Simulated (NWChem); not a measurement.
System: CH$_{2}$NO cation; SMILES N=C=[OH+]

```xyz
5

N     -0.0302     1.1896     0.0000
C     -0.0170     0.0422     0.0000
O     -0.1198    -1.1882     0.0000
H     -0.0388     2.2064     0.0000
H      0.7020    -1.7252     0.0000
```
Atoms are numbered in this order, from 1.

Geometry: optimised at PBE0/def2-SVP.

Problem. Give the principal values of the shielding tensors (ppm) of N1, C2, O3 from PBE0/pcSseg-1, GIAO (NWChem), with their diamagnetic and paramagnetic parts as GIAO splits them.

Solution. 
```json
[
 {"atom": "N1", "σ11": "76.8", "σ22": "117.7", "σ33": "327.1", "isotropic": "173.9", "diamagnetic": "326.0", "paramagnetic": "-152.1"},
 {"atom": "C2", "σ11": "-19.5", "σ22": "-13.0", "σ33": "281.8", "isotropic": "83.1", "diamagnetic": "258.3", "paramagnetic": "-175.2"},
 {"atom": "O3", "σ11": "216.4", "σ22": "246.0", "σ33": "380.8", "isotropic": "281.0", "diamagnetic": "387.5", "paramagnetic": "-106.5"}
]
```
